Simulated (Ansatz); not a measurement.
Reaction (redistribution): `C[SiH](N)[AlH2]` + `N[SiH2]OP` → `C[SiH](N)[SiH2]N` + `[AlH2][O]P`

Gas-phase electronic energies from Ansatz, PBE0-D4/def2-TZVP geometries. CCSD(T)/CBS is the MP2 limit (def2-TZVPP, def2-QZVPP) plus CCSD(T) − MP2 in def2-TZVPP, frozen cores. Functionals use def2-TZVPP. Each species was taken in one conformer, which may not be the lowest.

`C[SiH](N)[AlH2]`:

Cartesian coordinates in Å:
```
C -1.464 0.773 0.527
Si -0.095 -0.484 0.209
N -0.168 -1.281 -1.326
Al 2.156 0.499 0.393
H -1.424 1.603 -0.183
H -2.448 0.302 0.438
H -1.382 1.186 1.537
H -0.278 -1.552 1.241
H 0.222 -0.842 -2.144
H -0.946 -1.873 -1.570
H 2.803 0.888 1.795
H 3.024 0.779 -0.916
```

`N[SiH2]OP`:

Z-matrix (Å, degrees):
```
Si
O 1 1.659
N 1 1.702 2 115.9
H 1 1.483 2 108.4 3 119.6
H 1 1.478 2 103.5 3 -119.4
P 2 1.644 1 125.4 3 -63.8
H 3 1.006 1 121.6 2 85.2
H 3 1.006 1 122.6 2 -71.2
H 6 1.424 2 98.4 1 -141.4
H 6 1.426 2 99.1 1 125.3
```

`C[SiH](N)[SiH2]N`:

Z-matrix (Å, degrees):
```
C
Si 1 1.871
H 1 1.092 2 111.1
H 1 1.093 2 110.5 3 120.3
H 1 1.094 2 110.9 3 -120.4
N 2 1.733 1 108.9 3 59.2
Si 2 2.353 1 113.4 3 -55.3
H 2 1.500 1 106.8 3 -176.6
H 6 1.009 2 117.5 1 -162.7
H 6 1.009 2 119.8 1 58.5
N 7 1.732 2 105.0 1 111.1
H 7 1.500 2 110.3 1 -13.7
H 7 1.490 2 113.3 1 -131.7
H 11 1.009 7 117.5 2 -43.2
H 11 1.008 7 120.1 2 177.2
```

`[AlH2][O]P`:

Cartesian coordinates in Å:
```
Al 1.281 -0.373 0.674
O -0.123 -0.474 -0.260
P -1.202 0.212 -1.260
H 1.930 1.050 0.901
H 1.838 -1.729 1.251
H -2.408 -0.206 -0.619
H -1.317 1.519 -0.687
```

```json
{"level": "r2SCAN-D4", "ΔE (kJ/mol)": "-38.9"}
{"level": "ωB97X-V", "ΔE (kJ/mol)": "-36.5"}
{"level": "ωB97M-V", "ΔE (kJ/mol)": "-37.6"}
{"level": "B2PLYP", "ΔE (kJ/mol)": "-37.2"}
{"level": "r2SCAN", "ΔE (kJ/mol)": "-38.3"}
{"level": "MP2/def2-TZVPP", "ΔE (kJ/mol)": "-38.0"}
{"level": "SCS-MP2/def2-QZVPP", "ΔE (kJ/mol)": "-36.1"}
{"level": "MP2/CBS(def2)", "ΔE (kJ/mol)": "-37.8"}
```

Problem. What does CCSD(T)/CBS give? (Estimate.)

Solution. Ansatz gave: -35.2 kJ/mol. The listed levels differ from it by -3.7, -1.3, -2.4, -2.0, -3.1, -2.8, -0.9, -2.6 kJ/mol.

Largest T1 diagnostic among the species: 0.014.

In def2-TZVPP, CCSD(T) changes the Hartree–Fock value by −5.4 kJ/mol (the triples alone add −0.4 kJ/mol) and MP2 by −8.1 kJ/mol. The D4 term adds −3.2 kJ/mol with B3LYP and −1.8 kJ/mol with PBE0; it sums over pairs of atoms, weighted by their polarisabilities, and B3LYP, whose exchange is more repulsive, gets the larger term.

B3LYP here is the variant with VWN-RPA as its local correlation; programs differ in this.
